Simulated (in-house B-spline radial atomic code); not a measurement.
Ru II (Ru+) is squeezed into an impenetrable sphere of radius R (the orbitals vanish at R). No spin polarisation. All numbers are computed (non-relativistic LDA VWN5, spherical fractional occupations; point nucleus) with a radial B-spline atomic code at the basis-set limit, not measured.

Energies in eV above the free ion in [Kr] 4d7:

```json
{"R (bohr)": "7.91", "highest level (eV)": "-13", "[Kr] 4d7": "0.003923", "[Ar] 3d9 4s2 4p6 4d7 4f1": "300.8", "[Ar] 3d10 4s2 4p5 4d7 4f1": "58.48", "-dE/dV in [Kr] 4d7 (GPa)": "0.0095"}
{"R (bohr)": "6.23", "highest level (eV)": "-12.8", "[Kr] 4d7": "0.07302", "[Ar] 3d9 4s2 4p6 4d7 4f1": "303.7", "[Ar] 3d10 4s2 4p5 4d7 4f1": "61.21", "-dE/dV in [Kr] 4d7 (GPa)": "0.278"}
{"R (bohr)": "5.01", "highest level (eV)": "-12.3", "[Kr] 4d7": "0.5889", "[Ar] 3d9 4s2 4p6 4d7 4f1": "308", "[Ar] 3d10 4s2 4p5 4d7 4f1": "65.45", "-dE/dV in [Kr] 4d7 (GPa)": "3.45"}
{"R (bohr)": "4.34", "highest level (eV)": "-11.3", "[Kr] 4d7": "1.859", "[Ar] 3d9 4s2 4p6 4d7 4f1": "312.3", "[Ar] 3d10 4s2 4p5 4d7 4f1": "69.89", "-dE/dV in [Kr] 4d7 (GPa)": "14.7"}
{"R (bohr)": "3.66", "highest level (eV)": "-8.82", "[Kr] 4d7": "6.148", "[Ar] 3d9 4s2 4p6 4d7 4f1": "320.8", "[Ar] 3d10 4s2 4p5 4d7 4f1": "78.79", "-dE/dV in [Kr] 4d7 (GPa)": "71.2"}
{"R (bohr)": "2.98", "highest level (eV)": "-2.65", "[Kr] 4d7": "22.21", "[Ar] 3d9 4s2 4p6 4d7 4f1": "342.3", "[Ar] 3d10 4s2 4p5 4d7 4f1": "102.1", "-dE/dV in [Kr] 4d7 (GPa)": "431"}
{"R (bohr)": "2.48", "highest level (eV)": "8.63", "[Kr] 4d7": "64.43", "[Ar] 3d9 4s2 4p6 4d7 4f1": "389.4", "[Ar] 3d10 4s2 4p5 4d7 4f1": "152.8", "-dE/dV in [Kr] 4d7 (GPa)": "2050"}
{"R (bohr)": "2.08", "highest level (eV)": "29.1", "[Kr] 4d7": "169.4", "[Ar] 3d9 4s2 4p6 4d7 4f1": "499", "[Ar] 3d10 4s2 4p5 4d7 4f1": "268", "-dE/dV in [Kr] 4d7 (GPa)": "8640"}
{"R (bohr)": "1.64", "highest level (eV)": "85", "[Kr] 4d7": "566.3", "[Ar] 3d9 4s2 4p6 4d7 4f1": "905", "[Ar] 3d10 4s2 4p5 4d7 4f1": "679.1", "-dE/dV in [Kr] 4d7 (GPa)": "53100"}
{"R (bohr)": "1.42", "highest level (eV)": "146", "[Kr] 4d7": "1106", "[Ar] 3d9 4s2 4p6 4d7 4f1": "1456", "[Ar] 3d10 4s2 4p5 4d7 4f1": "1223", "-dE/dV in [Kr] 4d7 (GPa)": "149000"}
```

(1) Does [Ar] 3d9 4s2 4p6 4d7 4f1 fall below [Kr] 4d7 under compression?

(2) Does [Ar] 3d10 4s2 4p5 4d7 4f1 fall below [Kr] 4d7 under compression?

The highest level is first positive in the row R = 2.48 bohr, pushed up by confinement above the zero of the free ion's potential. Each configuration is held fixed and needn't be the lowest in the sphere.

Results:

(1) No, it stays above over the whole range.

(2) No, it stays above over the whole range.
